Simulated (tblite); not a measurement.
Run record: tight-binding relaxation, `[SiH2]O[SiH2][CH2][GeH3]` [radical].

Computed with GFN2-xTB geometry optimisation, gas phase (tblite 0.8.0). Start geometry: from a force field or distance geometry. The command runs a driver script over a list of jobs; the input below is this job's line of settings and its coordinates in Å.

Command:
```bash
OMP_NUM_THREADS=1 python probes_run.py task.json out
```

Input:
```
{"job": {"kind": "relax", "xc": "GFN2-xTB", "basis": "xTB"}, "charge": 0, "multiplicity": 2}
Si    -2.953300    -0.552200     0.085400
O     -1.756000     0.609100     0.499800
Si    -0.617300     0.842100    -0.774800
C      1.027900     1.442900    -0.125900
Ge     2.132200    -0.029100     0.510700
H     -2.266300    -1.853900     0.039500
H     -3.884000    -0.645700     1.235800
H     -0.462200    -0.380000    -1.583100
H     -1.130700     1.948400    -1.620400
H      1.564900     1.915900    -0.965100
H      0.911100     2.167800     0.690600
H      2.281200    -0.005700     2.044400
H      1.594500    -1.386700     0.027400
H      3.557500     0.206700    -0.086400
```

Output:
```
step      E/eV     max force
  0    -440.31216    2.488
  1    -440.47624    1.633
  2    -440.59171    1.263
  3    -440.62439    0.743
  4    -440.67750    0.516
  5    -440.69380    0.428
  6    -440.72569    0.425
  7    -440.74249    0.363
  8    -440.76268    0.427
  9    -440.77617    0.377
... (260 lines left out)
270    -441.17625    0.017
271    -441.17631    0.019
272    -441.17637    0.021
273    -441.17645    0.027
274    -441.17654    0.027
275    -441.17661    0.019
276    -441.17665    0.020
277    -441.17666    0.014
278    -441.17668    0.013
279    -441.17670    0.010
```

«max force» is the largest atomic force in eV/Å.

Task: From which step on does the largest force stay under 0.1 eV/Å, and how much energy is left to gain from there?

Result: From step 246 (0.065 eV/Å), 3.5 meV above the end.

Summary of the converged run: energy lowered by 19.9 kcal/mol over 279 steps; largest atomic force 0.010 eV/Å at the end.

Task: Give the final coordinates.

Result: 1.209 Å rms from the input after alignment:
```
atom  x, y, z in Å
Si1   -1.6982   -0.9483    0.7702
O2    -1.6459    0.1461   -0.4361
Si3   -0.6291    1.0124   -1.3511
C4     0.8861    1.4705   -0.3080
Ge5    1.5258    0.0607    0.9100
H6    -3.0140   -0.7079    1.3554
H7    -1.5056   -2.2680    0.1706
H8    -0.2369    0.1720   -2.4847
H9    -1.4095    2.1843   -1.7395
H10    1.7035    1.7386   -0.9764
H11    0.6732    2.3577    0.2880
H12    0.9288    0.1113    2.2819
H13    1.4141   -1.3306    0.3691
H14    3.0070    0.2807    1.1284
```

The run took 5.7 s of wall time on one thread, Intel Xeon at 2.50 GHz (x86_64) (shared host).
Labels such as C1 count atoms from 1, the log's own numbers from 0.
